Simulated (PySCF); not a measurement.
From one molecule to another.

First species: C₃H₈GeSi.
SMILES: `C#[C][GeH2][CH2][SiH3]`

Second species: BCl2(nPr), C₃H₇BCl₂.
Z-matrix (Å and degrees, PBE0-D3(BJ)/def2-SVP geometry), rows numbered from 1:
```
B 
Cl  1  1.7546
Cl  1  1.7567  2  117.73
C   1  1.5605  2  121.66  3   176.24
C   4  1.5388  1  110.36  2   -95.51
C   5  1.5204  4  112.97  1  -179.48
H   4  1.1033  1  109.60  2   144.51
H   4  1.1020  1  110.61  2    25.88
H   5  1.1037  4  109.33  1    58.21
H   5  1.1033  4  109.14  1   -57.20
H   6  1.1017  5  111.15  4    60.39
H   6  1.1007  5  111.34  4  -179.50
H   6  1.1017  5  111.24  4   -59.36
```

Levels: wB97X-D/def2-SVPD for HOMO energy, LUMO energy, HOMO–LUMO gap and static isotropic polarisability; TDDFT wB97X-D/def2-SVPD for lowest singlet excitation; TDA wB97X-D/def2-SVPD for lowest triplet excitation (Tamm–Dancoff). Geometries: PBE0-D3(BJ)/def2-SVP. Each structure is a single optimised conformer of the isolated species, non-relativistic unless stated. Electronic properties by PySCF.

Dipoles, sizes and rotational constants follow the conformer. The torsions of the flexible species, by atom-mapped SMILES:
- `[CH:1]#[C:2][GeH2:3][CH2:4][SiH3:5]`: C2–Ge3–C4–Si5 60°

Which has the higher HOMO energy?

The first: -9.90 eV against -10.74 eV, a difference of 0.84 eV.

Which has the higher static isotropic polarisability?

The first: 91.7 au against 77.8 au, a difference of 13.9 au.

Which has the higher S1 energy?

The first: 6.16 eV against 6.07 eV, a difference of 0.09 eV.

Which of the two has the higher LUMO energy, and by how much?

The first: 1.56 eV against 0.51 eV, a difference of 1.05 eV.

Which has the higher HOMO–LUMO gap?

The first: 11.46 eV against 11.25 eV, a difference of 0.21 eV.

Which of the two has the higher T1 energy, and by how much?

The second: 5.69 eV against 5.10 eV, a difference of 0.59 eV.

On the first: The principal polarisabilities are 76.4, 93.9 and 104.8 au; their mean is the isotropic value. S1 lies 5.30 eV below the HOMO–LUMO gap; its leading configuration is HOMO→LUMO+1, weight 0.32, beside HOMO−1→LUMO, weight 0.29. Relativistic effects, spin–orbit coupling among them, are left out although an element past zinc is present.

On the second: The principal polarisabilities are 64.5, 81.0 and 88.1 au; their mean is the isotropic value. The polarisability is 11.54 Å³ as a volume (1 au = 0.148185 Å³), or 1.22 au for each of the 64 electrons.
